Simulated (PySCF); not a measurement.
F$_{3}$Y, charge +1, doublet, at a GFN2-xTB geometry (such geometries of metal compounds can be far from the true shape) (the multiplicity is a formal guess) (core potentials on Y). Base run: R2SCAN/def2-SV(P) in PySCF.

Here is a job for PySCF.
```python
from pyscf import gto, scf, dft

mol = gto.Mole()
mol.atom = '''
    Y     0.088074   -0.186153   -0.443591
    F    -1.566649   -0.606850    0.722451
    F    -0.122331    1.824692   -0.011179
    F     1.307327   -0.411179    1.210957
'''
mol.basis = 'def2-sv(p)'
mol.ecp = {'Y': 'def2-sv(p)'}
mol.charge = 1
mol.spin = 1
mol.verbose = 4
mol.build()

mf = dft.UKS(mol)
mf.xc = 'r2scan'
mf.kernel()
```

The base run was repeated with changes; each row names its change, and settings that it needs were set with it.

```tsv
change	ΔE vs base (µEh)	grid points	electrons on the grid	outcome
base	0.0	64664	37.00000	converged
grids.atom_grid = (50, 194)	-173	26008	37.00051	converged
grids.prune = dft.gen_grid.treutler_prune	-0.6	59344	37.00000	converged
small_rho_cutoff = 0	0.0	64664	37.00000	converged
grids.level = 7	-	-	-	not converged
grids.radi_method = mura_knowles	-35.8	59576	37.00000	converged
grids.level = 5	-45.9	178456	37.00000	converged
grids.level = 1	-892	23904	37.00055	converged
grids.prune = dft.gen_grid.sg1_prune	-	-	-	input refused
grids.atom_grid = (30, 110)	-	-	-	not converged
grids.atom_grid = (75, 302)	-	-	-	not converged
```

Open shells are given as the SCF converged; they aren't shown to be the lowest states, and a large step between rows can be another state.

- grids.prune = dft.gen_grid.sg1_prune: ended with `IndexError: index 39 is out of bounds for axis 0 with size 19`
